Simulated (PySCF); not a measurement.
CH₇ClGeSi, SMILES Cl[SiH2][CH2][GeH3]. Atoms are numbered in the order given.

```xyz
11

Si     1.2413    -1.1474     0.3716
Cl     2.0445     0.7381     0.7791
C     -0.1697    -0.9623    -0.8397
Ge    -1.5052     0.4170    -0.3574
H      0.7590    -1.7192     1.6574
H      2.3395    -1.9926    -0.1715
H     -0.6882    -1.9338    -0.9175
H      0.2246    -0.7204    -1.8401
H     -0.9615     1.8176    -0.6874
H     -1.8223     0.3267     1.1495
H     -2.8001     0.1676    -1.1598
```
Charge 0, spin multiplicity 1.

Geometry: B3LYP-D3(BJ)/def2-SVP. The structure was generated by enumeration, and PubChem lists no compound with its InChIKey, so it may never have been made. Other conformers were not sampled.

The numbers are results of PySCF with PBE/pcSseg-1, not measurements.

GIAO shieldings, no solvent; atoms listed in one row are averaged. δ = σ(ref) − σ: ²⁹Si against TMS (σ = 335.4 ppm); ³⁵Cl against HCl (σ = 936.5 ppm); ¹³C against TMS (σ = 182.0 ppm); ⁷³Ge against GeH4 (σ = 1614.4 ppm); ¹H against TMS (σ = 31.49 ppm), references at their B3LYP-D3(BJ)/def2-TZVP geometries, non-relativistic (without spin–orbit terms, shifts of atoms bonded to Cl or Br come out too high).

Question: Estimate the chemical shifts. (The exact figures need the calculation; the answer reports its results.)

Answer: 
```
nucleus         atoms  count  δ (ppm)
-------  ------------  -----  -------
²⁹Si              Si1      1      2.1
³⁵Cl              Cl2      1    -29.4
¹³C                C3      1     -1.4
⁷³Ge              Ge4      1    114.2
¹H                 H6      1     5.87
¹H                 H5      1     5.54
¹H       H9, H10, H11      3     4.44
¹H                 H8      1     0.88
¹H                 H7      1     0.35
```
